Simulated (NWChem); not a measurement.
System: CHBF4; SMILES FBC(F)(F)F

NWChem input:

```
start job
memory heap 200 mb stack 900 mb global 1100 mb
geometry units angstroms noautoz
  B      0.672843    -1.074823     0.001545
  C      0.016367     0.395701     0.000234
  F     -1.317174     0.388797    -0.000293
  F      0.420237     1.075921    -1.083618
  F      0.419364     1.078057     1.082996
  F     -0.119511    -2.114330    -0.000414
  H      1.867982    -1.219157     0.004009
end
basis spherical
  * library def2-svp
end
dft
  xc scan
  grid fine
  iterations 150
  mulliken
end
task dft gradient
```

Parts of the log:

```
             Northwest Computational Chemistry Package (NWChem) 7.3.0
             --------------------------------------------------------

 CS  symmetry detected

                             Geometry "geometry" -> ""
                             -------------------------

 Output coordinates in angstroms (scale by  1.889725989 to convert to a.u.)

  No.       Tag          Charge          X              Y              Z
 ---- ---------------- ---------- -------------- -------------- --------------
    1 B                    5.0000     0.69575335    -1.05304549     0.00000000
    2 C                    6.0000     0.00889698     0.40353638     0.00000000
    3 F                    9.0000    -1.32421331     0.36895636     0.00000000
    4 F                    9.0000     0.39810265     1.09305067    -1.08330663
    5 F                    9.0000     0.39810265     1.09305067     1.08330663
    6 F                    9.0000    -0.07485656    -2.10877415     0.00000000
    7 H                    1.0000     1.89363246    -1.17254294     0.00000000

 Effective nuclear repulsion energy (a.u.)     243.0763467127

      Symmetry information
      --------------------

 Group name             Cs
 Group number              2
 Group order               2
 No. of unique centers     6

                                 NWChem DFT Module
                                 -----------------

 Summary of "ao basis" -> "ao basis" (spherical)
 ------------------------------------------------------------------------------
       Tag                 Description            Shells   Functions and Types
 ---------------- ------------------------------  ------  ---------------------
 B                          def2-svp                 6       14   3s2p1d
 C                          def2-svp                 6       14   3s2p1d
 F                          def2-svp                 6       14   3s2p1d
 H                          def2-svp                 3        5   2s1p

      Symmetry analysis of basis
      --------------------------

        a'         58
        a"         31

            General Information
            -------------------
          SCF calculation type: DFT
          Wavefunction type:  closed shell.
          No. of atoms     :     7
          No. of electrons :    48
           Alpha electrons :    24
            Beta electrons :    24
          Charge           :     0
          Spin multiplicity:     1
          Use of symmetry is: on ; symmetry adaption is: on
          Maximum number of iterations: 150
          AO basis - number of functions:    89
                     number of shells:    39
          Convergence on energy requested:  1.00D-06
          Convergence on density requested:  1.00D-05
          Convergence on gradient requested:  5.00D-04

              XC Information
              --------------
                         SCAN Method XC Functional
                  SCAN metaGGA Exchange Functional  1.000
                        SCAN Correlation Potential  1.000

             Grid Information
             ----------------
          Grid used for XC integration:  fine
          Radial quadrature: Mura-Knowles
          Angular quadrature: Lebedev.
          Tag              B.-S. Rad. Rad. Pts. Rad. Cut. Ang. Pts.
          ---              ---------- --------- --------- ---------
          B                   0.85       70           7.0       590
          C                   0.70       70           8.0       590
          F                   0.50       70          10.0       590
          H                   0.35       60           8.0       590
          Grid pruning is: on
          Number of quadrature shells:   410
          Spatial weights used:  Erf1

      Superposition of Atomic Density Guess
      -------------------------------------

 Sum of atomic energies:        -459.79812967

      Non-variational initial energy
      ------------------------------

 Total energy =    -461.489603
 1-e energy   =   -1123.678658
 2-e energy   =     419.112708
 HOMO         =      -0.338496
 LUMO         =       0.003042

      Symmetry analysis of molecular orbitals - initial
      -------------------------------------------------

  Numbering of irreducible representations:

     1 a'          2 a"

  Orbital symmetries:

     1 a'          2 a'          3 a'          4 a"          5 a'
     6 a'          7 a'          8 a'          9 a'         10 a"
    11 a'         12 a'         13 a'         14 a"         15 a'
    16 a'         17 a"         18 a"         19 a'         20 a'
    21 a"         22 a"         23 a'         24 a'         25 a"
    26 a'         27 a'         28 a'         29 a'         30 a"
    31 a'         32 a'         33 a"         34 a'

     ---------------------------------------------
      Total Density - Mulliken Population Analysis
     ---------------------------------------------

    Atom       Charge   Shell Charges
 -----------   ------   -------------------------------------------------------
    1 B    5     4.46   1.99  0.89  0.20  1.10  0.17  0.10
    2 C    6     4.84   1.99  0.86  0.21  1.30  0.36  0.13
    3 F    9     9.41   1.99  1.14  0.77  3.46  2.05  0.00
    4 F    9     9.42   1.99  1.14  0.77  3.46  2.06  0.00
    5 F    9     9.42   1.99  1.14  0.77  3.46  2.06  0.00
    6 F    9     9.33   1.99  1.15  0.72  3.50  1.97  0.00
    7 H    1     1.11   0.73  0.38  0.01

   convergence    iter        energy       DeltaE   RMS-Dens  Diis-err
 ---------------- ----- ----------------- --------- --------- ---------
 d= 0,ls=0.0,diis     1   -462.2974526282 -7.05D+02  2.11D-02  1.64D+00
 d= 0,ls=0.0,diis     2   -462.0109363018  2.87D-01  1.25D-02  5.34D+00
 d= 0,ls=0.0,diis     3   -462.4772647673 -4.66D-01  2.38D-03  5.85D-02
 d= 0,ls=0.0,diis     4   -462.4799416687 -2.68D-03  1.06D-03  2.36D-02
 d= 0,ls=0.0,diis     5   -462.4817724554 -1.83D-03  2.57D-04  2.19D-03
  Resetting Diis
 d= 0,ls=0.0,diis     6   -462.4819496089 -1.77D-04  4.84D-05  2.17D-05
 d= 0,ls=0.0,diis     7   -462.4819516702 -2.06D-06  3.25D-05  4.71D-06
 d= 0,ls=0.0,diis     8   -462.4819509854  6.85D-07  1.95D-05  1.32D-05
 d= 0,ls=0.0,diis     9   -462.4819520901 -1.10D-06  2.44D-06  5.88D-08
 d= 0,ls=0.0,diis    10   -462.4819520971 -7.00D-09  2.12D-07  6.08D-10

         Total DFT energy =     -462.481952097133
      One electron energy =    -1124.876084390211
           Coulomb energy =      470.936661052220
    Exchange-Corr. energy =      -51.618875471858
 Nuclear repulsion energy =      243.076346712717

 Numeric. integr. density =       47.999999919236

                  Occupations of the irreducible representations
                  ----------------------------------------------

                     irrep           alpha         beta
                     --------     --------     --------
                     a'               17.0         17.0
                     a"                7.0          7.0

                       DFT Final Molecular Orbital Analysis
                       ------------------------------------

 Vector   22  Occ=2.000000D+00  E=-3.867216D-01  Symmetry=a'
              MO Center=  3.0D-01,  2.9D-01,  2.0D-12, r^2= 3.0D+00
   Bfn.  Coefficient  Atom+Function         Bfn.  Coefficient  Atom+Function
  ----- ------------  ---------------      ----- ------------  ---------------
    46      0.299674  4 F  px                60      0.299674  5 F  px
    33      0.264556  3 F  py                85      0.204518  7 H  s
    47     -0.194544  4 F  py                49     -0.193614  4 F  px
    61     -0.194544  5 F  py                63     -0.193614  5 F  px
     2      0.192544  1 B  s                 36     -0.178677  3 F  py

 Vector   23  Occ=2.000000D+00  E=-3.705451D-01  Symmetry=a"
              MO Center= -2.1D-01,  8.3D-01,  6.9D-17, r^2= 2.0D+00
   Bfn.  Coefficient  Atom+Function         Bfn.  Coefficient  Atom+Function
  ----- ------------  ---------------      ----- ------------  ---------------
    34      0.421934  3 F  pz                46     -0.331954  4 F  px
    60      0.331954  5 F  px                37     -0.282393  3 F  pz
    49      0.222861  4 F  px                63     -0.222861  5 F  px
    48     -0.191655  4 F  pz                62     -0.191655  5 F  pz
    47     -0.129801  4 F  py                61      0.129801  5 F  py

 Vector   24  Occ=2.000000D+00  E=-3.091646D-01  Symmetry=a'
              MO Center=  3.4D-01, -3.4D-01, -1.0D-15, r^2= 2.7D+00
   Bfn.  Coefficient  Atom+Function         Bfn.  Coefficient  Atom+Function
  ----- ------------  ---------------      ----- ------------  ---------------
    17      0.288087  2 C  s                 19     -0.282126  2 C  py
     4      0.245092  1 B  px                 5     -0.239248  1 B  py
    47     -0.231598  4 F  py                61     -0.231598  5 F  py
    85     -0.227225  7 H  s                 33     -0.218732  3 F  py
    74     -0.211487  6 F  px                86     -0.191069  7 H  s

 Vector   25  Occ=0.000000D+00  E=-9.250005D-02  Symmetry=a"
              MO Center=  6.1D-01, -9.3D-01,  5.0D-16, r^2= 2.0D+00
   Bfn.  Coefficient  Atom+Function         Bfn.  Coefficient  Atom+Function
  ----- ------------  ---------------      ----- ------------  ---------------
     6      0.613621  1 B  pz                 9     -0.442879  1 B  pz
    76     -0.269090  6 F  pz                79      0.236163  6 F  pz
    47     -0.139746  4 F  py                61      0.139746  5 F  py
    23     -0.131364  2 C  pz                20     -0.119371  2 C  pz
    45     -0.106040  4 F  s                 59      0.106040  5 F  s

 Vector   26  Occ=0.000000D+00  E= 6.199834D-02  Symmetry=a'
              MO Center=  2.8D-01, -8.3D-01, -2.4D-15, r^2= 3.3D+00
   Bfn.  Coefficient  Atom+Function         Bfn.  Coefficient  Atom+Function
  ----- ------------  ---------------      ----- ------------  ---------------
     3      0.797609  1 B  s                  8     -0.512658  1 B  py
    73     -0.505969  6 F  s                 21     -0.458429  2 C  px
    31     -0.348126  3 F  s                 18     -0.335654  2 C  px
     7     -0.225528  1 B  px                35     -0.196136  3 F  px
     5      0.187101  1 B  py                 4      0.180513  1 B  px

 Vector   27  Occ=0.000000D+00  E= 1.067068D-01  Symmetry=a'
              MO Center=  9.4D-01, -7.4D-01,  2.2D-15, r^2= 3.7D+00
   Bfn.  Coefficient  Atom+Function         Bfn.  Coefficient  Atom+Function
  ----- ------------  ---------------      ----- ------------  ---------------
     3      2.727677  1 B  s                 86     -1.537439  7 H  s
    17     -1.223562  2 C  s                 22      0.715765  2 C  py
     8      0.701310  1 B  py                19      0.352870  2 C  py
    73     -0.254712  6 F  s                 85     -0.222154  7 H  s
     2      0.204563  1 B  s                 45     -0.158157  4 F  s

     ---------------------------------------------
      Total Density - Mulliken Population Analysis
     ---------------------------------------------

    Atom       Charge   Shell Charges
 -----------   ------   -------------------------------------------------------
    1 B    5     4.81   1.99  0.86  0.12  1.48  0.23  0.13
    2 C    6     5.50   1.99  0.95  0.10  1.88  0.42  0.17
    3 F    9     9.19   1.99  1.15  0.77  3.35  1.92  0.01
    4 F    9     9.19   1.99  1.15  0.78  3.35  1.93  0.01
    5 F    9     9.19   1.99  1.15  0.78  3.35  1.93  0.01
    6 F    9     9.06   1.99  1.15  0.71  3.36  1.84  0.01
    7 H    1     1.06   0.74  0.30  0.01

     -------------------------------------------
      Total Density - Lowdin Population Analysis
     -------------------------------------------

    Atom       Charge   Shell Charges
 -----------   ------   -------------------------------------------------------
    1 B    5     5.01   1.96  0.56  0.27  1.35  0.55  0.32
    2 C    6     5.87   1.96  0.62  0.31  1.70  0.92  0.37
    3 F    9     9.05   1.98  1.03  0.73  3.22  2.09  0.01
    4 F    9     9.06   1.98  1.03  0.73  3.22  2.09  0.01
    5 F    9     9.06   1.98  1.03  0.73  3.22  2.09  0.01
    6 F    9     8.91   1.98  0.99  0.69  3.20  2.04  0.01
    7 H    1     1.04   0.65  0.36  0.04

     Multipole analysis of the density
     ---------------------------------

     L   x y z        total         alpha         beta         nuclear
     -   - - -        -----         -----         ----         -------
     0   0 0 0     -0.000000    -24.000000    -24.000000     48.000000

     1   1 0 0      0.348527      0.174263      0.174263      0.000000
     1   0 1 0     -0.398887     -0.199443     -0.199443     -0.000000
     1   0 0 1      0.000000      0.000000      0.000000      0.000000

     2   2 0 0    -23.577148    -55.876443    -55.876443     88.175738
     2   1 1 0     -0.892513      1.349955      1.349955     -3.592422
     2   1 0 1      0.000000      0.000000      0.000000      0.000000
     2   0 2 0    -24.474463   -138.384403   -138.384403    252.294342
     2   0 1 1      0.000000      0.000000      0.000000      0.000000
     2   0 0 2    -22.811469    -49.123242    -49.123242     75.435014

            General Information
            -------------------
          SCF calculation type: DFT
          Wavefunction type:  closed shell.
          No. of atoms     :     7
          No. of electrons :    48
           Alpha electrons :    24
            Beta electrons :    24
          Charge           :     0
          Spin multiplicity:     1
          Use of symmetry is: on ; symmetry adaption is: on
          Maximum number of iterations: 150
          AO basis - number of functions:    89
                     number of shells:    39
          Convergence on energy requested:  1.00D-06
          Convergence on density requested:  1.00D-05
          Convergence on gradient requested:  5.00D-04

              XC Information
              --------------
                         SCAN Method XC Functional
                  SCAN metaGGA Exchange Functional  1.000
                        SCAN Correlation Potential  1.000

             Grid Information
             ----------------
          Grid used for XC integration:  fine
          Radial quadrature: Mura-Knowles
          Angular quadrature: Lebedev.
          Tag              B.-S. Rad. Rad. Pts. Rad. Cut. Ang. Pts.
          ---              ---------- --------- --------- ---------
          B                   0.85       70           7.0       590
          C                   0.70       70           8.0       590
          F                   0.50       70          10.0       590
          H                   0.35       60           8.0       590
          Grid pruning is: on
          Number of quadrature shells:   410
          Spatial weights used:  Erf1

          Convergence Information
          -----------------------
          Convergence aids based upon iterative change in
          total energy or number of iterations.
          Levelshifting, if invoked, occurs when the
          HOMO/LUMO gap drops below (HL_TOL):  1.00D-02
          DIIS, if invoked, will attempt to extrapolate
          using up to (NFOCK): 10 stored Fock matrices.

[...]

                         DFT ENERGY GRADIENTS

    atom               coordinates                        gradient
                 x          y          z           x          y          z
   1 B       1.314783  -1.989967   0.000000   -0.001064  -0.003061   0.000000
   2 C       0.016813   0.762573   0.000000   -0.002886   0.008643   0.000000
   3 F      -2.502400   0.697226   0.000000    0.005225   0.000229   0.000000
   4 F       0.752305   2.065566  -2.047153   -0.001640  -0.003101   0.004659
   5 F       0.752305   2.065566   2.047153   -0.001640  -0.003101  -0.004659
   6 F      -0.141458  -3.985005   0.000000    0.001234   0.000565   0.000000
   7 H       3.578446  -2.215785   0.000000    0.000770  -0.000174   0.000000
```

Level: SCAN/def2-SVP. Structure relaxed at the PBE0/def2-SVP level.
